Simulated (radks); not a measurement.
Exchange energies: the exact (Fock) value of the Kohn-Sham orbitals and density-functional approximations, in hartree. Species: Bi3+ [Hg]; Ce4+ [Xe]; Mn [Ar] 3d5 4s2; B4+ 1s1; Pb2+ [Hg]. All-electron calculation, non-relativistic Kohn-Sham, exchange-only B88, spin-polarised, spherical densities, point nucleus. Program: a radial shooting solver on a logarithmic mesh with Libxc functionals. Every spin shell is full or empty, so the densities are truly spherical. Functionals are evaluated on that one density, not self-consistently.

| functional | Bi3+ | Ce4+ | Mn | B4+ | Pb2+ |
|---|---|---|---|---|---|
| exact | -365.324 | -198.553 | -50.8485 | -1.55772 | -358.600 |
| LDA | -351.61 | -189.43 | -47.591 | -1.3366 | -345.11 |
| B88 | -365.52 | -198.61 | -50.979 | -1.5452 | -358.83 |
| revPBE | -364.35 | -197.97 | -50.865 | -1.5491 | -357.67 |
| RPBE | -364.47 | -198.06 | -50.917 | -1.5525 | -357.79 |
| PW91 | -365.44 | -198.55 | -50.948 | -1.5310 | -358.76 |
| WC | -363.04 | -196.95 | -50.334 | -1.4958 | -356.39 |
| SOGGA | -358.79 | -194.24 | -49.439 | -1.4565 | -352.19 |
| G96 | -366.99 | -199.30 | -51.064 | -1.5522 | -360.26 |
| EV93 | -363.40 | -197.79 | -51.208 | -1.6168 | -356.75 |
| TPSS | -363.70 | -197.88 | -50.987 | -1.5583 | -357.04 |
| SCAN | -365.48 | -198.81 | -51.056 | -1.5583 | -358.78 |
| MS2 | -362.85 | -197.32 | -50.844 | -1.5585 | -356.20 |
| Tao-Mo | -362.24 | -196.91 | -50.731 | -1.5586 | -355.61 |
| TASK | -358.77 | -194.24 | -49.465 | -1.5583 | -352.15 |
| MVS | -365.57 | -198.65 | -50.865 | -1.5584 | -358.86 |
